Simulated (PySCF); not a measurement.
Species: C3H6Se (charge +1 and doublet state).
SMILES with atom numbers: `[CH2:1]1[CH2:2][Se+:3][CH2:4]1` (hydrogens: H5, H6 on C1; H7, H8 on C2; H9, H10 on C4)

Computed, not measured: PBE0-D3(BJ)/def2-SVP geometry optimisation, gas phase in PySCF 2.14.0.

Q: Give the optimised bond lengths and angles.

A: 
| bond | length (Å) | order |
| --- | --- | --- |
| C1–C2, C1–C4 | 1.534 | single |
| C2–Se3, Se3–C4 | 1.958 | single |
| C1–H5, C1–H6 | 1.099 | single |
| C2–H7 and 3 like bonds | 1.103 | single |

Bonds in one row agree within 0.01 Å and their mean is given. Orders are formal, as drawn. A selection of angles:
| angle | degrees |
| --- | --- |
| C2–C1–C4 | 99.3 |
| C2–C1–H5 | 113.1 |
| C2–C1–H6 | 112.0 |
| H5–C1–H6 | 107.5 |
| C1–C2–Se3 | 93.5 |
| C1–C2–H7 | 118.2 |
| Se3–C2–H7 | 110.4 |
| H7–C2–H8 | 108.0 |
| C2–Se3–C4 | 73.3 |

Torsions: C4–C1–C2–Se3 5° (synperiplanar); C1–C2–Se3–C4 -4° (synperiplanar); C2–Se3–C4–C1 4° (synperiplanar); C2–C1–C4–Se3 -5° (synperiplanar).

The 4-membered ring C1–C2–Se3–C4 has internal angles of 73.3° to 99.3° (sum 360°, against 360° for a flat polygon); it is slightly puckered (a soft mode that the optimisation may not have finished), 0.03 Å rms from its mean plane, widest ring torsion 5°. Se3 (selenium bonded to 2 C) is bent (angle 73.3°).

Point group: near C2v, missed by 0.25 Å at most; the miss may be what the optimiser left on a soft mode (Cs holds within 0.08 Å). PBE0-D3(BJ)/def2-SVP frequencies: not computed here. ⟨S²⟩ = 0.754 (exact for a doublet: 0.75).
